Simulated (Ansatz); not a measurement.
Reaction (ligand exchange at the Si–N bond): `F[SiH](Br)N[SiH3]` + `C=C=C(N)F` → `C=C=C(F)N[SiH3]` + `N[SiH](F)Br`

Program: Ansatz. Geometries: PBE0-D4/def2-TZVP. ΔE: electronic, gas phase. CCSD(T)/CBS is the MP2 limit (def2-TZVPP, def2-QZVPP) plus CCSD(T) − MP2 in def2-TZVPP, frozen cores. Functionals use def2-TZVPP. B3LYP here is the variant with VWN-RPA as its local correlation; programs differ in this. For Br outer-core shells are correlated without core-valence functions, which leaves a few kJ/mol of doubt a bond. Scalar relativity is left out up to krypton. One conformer a species, not always the lowest.

```json
{"level": "PBE-D4", "ΔE (kJ/mol)": "3.3", "difference from CCSD(T)/CBS": "-0.3"}
{"level": "B3LYP-D4", "ΔE (kJ/mol)": "2.6", "difference from CCSD(T)/CBS": "-1.0"}
{"level": "ωB97M-V", "ΔE (kJ/mol)": "3.1", "difference from CCSD(T)/CBS": "-0.5"}
{"level": "PBE", "ΔE (kJ/mol)": "4.4", "difference from CCSD(T)/CBS": "0.8"}
{"level": "r2SCAN", "ΔE (kJ/mol)": "4.1", "difference from CCSD(T)/CBS": "0.5"}
{"level": "PBE0", "ΔE (kJ/mol)": "4.9", "difference from CCSD(T)/CBS": "1.3"}
{"level": "B3LYP", "ΔE (kJ/mol)": "4.3", "difference from CCSD(T)/CBS": "0.7"}
{"level": "CCSD/def2-TZVPP", "ΔE (kJ/mol)": "5.0", "difference from CCSD(T)/CBS": "1.4"}
{"level": "SCS-MP2/def2-QZVPP", "ΔE (kJ/mol)": "3.3", "difference from CCSD(T)/CBS": "-0.3"}
{"level": "HF/CBS(def2)", "ΔE (kJ/mol)": "7.5", "difference from CCSD(T)/CBS": "3.9"}
{"level": "CCSD(T)/CBS", "ΔE (kJ/mol)": "3.6", "difference from CCSD(T)/CBS": "0"}
```

Largest T1 diagnostic among the species: 0.013.

In def2-TZVPP, CCSD(T) changes the Hartree–Fock value by −3.0 kJ/mol (the triples alone add −0.5 kJ/mol) and MP2 by −5.1 kJ/mol.
